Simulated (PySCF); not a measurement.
Energy profile

The step: SiH₄O ([OH][SiH3]) + SiF₂ → Si₂H₄OF₂ ([F][SiH]([F])[O][SiH3]); bonds formed: Si1–H4; dative contacts that become bonds: Si1–O5; bonds broken: H4–O5 (atoms numbered as in the saddle structure below).

| atom | x (Å) | y (Å) | z (Å) |
| --- | --- | --- | --- |
| Si1 | -1.4463 | -1.1812 | 0.0276 |
| F2 | -0.4263 | -2.0580 | 0.8973 |
| F3 | -1.4664 | -1.9324 | -1.3799 |
| H4 | -1.5655 | 0.4434 | 0.2608 |
| O5 | -0.4710 | 0.2996 | -0.3093 |
| Si6 | 1.0399 | 0.9673 | 0.0542 |
| H7 | 1.0377 | 2.3552 | -0.4593 |
| H8 | 1.2260 | 0.9604 | 1.5237 |
| H9 | 2.0718 | 0.1459 | -0.6154 |

Electronic energies by CCSD(T) at an estimated basis limit (MP2 extrapolated from triple and quadruple zeta, plus CCSD(T) − MP2 in triple zeta), on PBE0-D4/def2-TZVP structures; Si$_{2}$H$_{4}$OF$_{2}$, closed shell; no counterpoise correction. PySCF 2.14 with density fitting (its default auxiliary sets; JK sets also for MP2 and CCSD(T)); basis: def2-TZVPP and def2-QZVPP; cores frozen in the correlated methods. Extrapolation: Hartree–Fock as exp(−7.88 √X), correlation as X^−2.97.

(1) Give the profile in eV, counted from the separated reactants. (An estimate is asked for; the value comes from the calculation.)

No T1 diagnostic of these runs exceeds 0.015. The restricted Hartree–Fock reference is unstable towards an unrestricted one at one or more of these structures.

Results:

(1) The calculation gives:
```
                                                                                                                                  point      eV
separated: SiF$_{2}$ (linked as [F][Si][F]; Si1, F2, F3; singlet) + SiH$_{4}$O (linked as [OH][SiH3]; H4, O5, Si6, H7, H8, H9; singlet)   0.000
                                                                                                                        start structure  -0.374
                                                                                                                                 saddle   0.809
                                                                                                                          end structure  -2.958
```

Losses and insertions of silylenes and their heavier kin drive the gas-phase chemistry of silicon and germanium vapour deposition.

For scale, one of the runs: CCSD(T)/def2-TZVPP, 233 basis functions, launched by `OMP_NUM_THREADS=4 python run.py`. The run took 29 min on 4 CPU threads of an Intel Xeon (shared host), with 4.8 GiB of host memory at its peak.
